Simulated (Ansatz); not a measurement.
Cost and result for the atomization energy of `CB(F)BCl` (9 atoms, 8 bonds).

Cartesian coordinates in Å:
```
C 0.204 1.273 0.211
B -0.067 -0.222 0.565
F -0.411 -0.523 1.821
B 0.002 -1.491 -0.563
Cl -1.396 -1.799 -1.566
H 1.027 1.400 -0.497
H -0.689 1.663 -0.296
H 0.383 1.893 1.093
H 0.947 -2.194 -0.769
```

Total charge 0; spin multiplicity 1. The geometry is a stationary point of PBE0-D4/def2-TZVP. It is one conformer, not always the lowest. Program: Ansatz. All runs use 2 threads of an Arm Neoverse V1 on a shared host. Times are those of one run each, without the atoms' runs, and a repeat can differ threefold. Electronic energies, without spin–orbit coupling; frozen cores. CCSD(T)/CBS adds CCSD(T) − MP2 in def2-TZVPP to the MP2 limit, and its time is that of the two runs behind it. T1 = 0.013.

CCSD(T)/CBS is a level of theory with its own doubt, some kJ/mol a heavy atom from the limit and from the frozen cores, so smaller differences don't rank the functionals.

```tsv
level	functions	wall time	atomization (kJ/mol)	difference from CCSD(T)/CBS	per bond
LDA (SPW92)/def2-TZVPP	222	1.9 s	3970.7	503.8	63.0
BLYP-D4/def2-TZVPP	222	3.4 s	3478.2	11.3	1.4
PBE-D4/def2-TZVPP (with forces)	222	3.9 s	3567.3	100.4	12.5
PBE0-D4/def2-TZVPP	222	4.8 s	3516.2	49.3	6.2
CCSD(T)/def2-SVP	94	6 s	3342.1	-124.8	-15.6
r2SCAN-D4/def2-TZVPP (with forces)	222	8 s	3522.3	55.4	6.9
B2PLYP/def2-TZVPP	222	8 s	3461.9	-5.0	-0.6
PBE-QIDH/def2-TZVPP	222	8 s	3493.1	26.2	3.3
r2SCANh-D4/def2-TZVPP	222	8.5 s	3502.6	35.7	4.5
ωB97M-V/def2-TZVPP (with forces)	222	18 s	3504.6	37.7	4.7
MP2/def2-QZVPP	418	32 s	3524.5	57.6	7.2
CCSD(T)/def2-TZVPP	222	2.9 min	3394.0	-72.9	-9.1
CCSD(T)/CBS(def2)	–	3.5 min	3466.9	0.0	0.0
```

At CCSD(T), def2-SVP lies −124.8 kJ/mol from the extrapolated value and def2-TZVPP −73.0 kJ/mol: correlation converges slowly with the basis, and small sets miss more of it in the bonded molecule than in its fragments. The D4 term adds +25.1 kJ/mol with B3LYP and +13.2 kJ/mol with PBE0; it sums over pairs of atoms, weighted by their polarisabilities, and B3LYP, whose exchange is more repulsive, gets the larger term. From r2SCAN to r2SCAN0 (25 % exact exchange), in def2-TZVPP and without D4, the atomization energy moves by −48.2 kJ/mol: exact exchange takes away binding that semilocal exchange gives to molecules.

B3LYP here is the variant with VWN-RPA as its local correlation; programs differ in this.
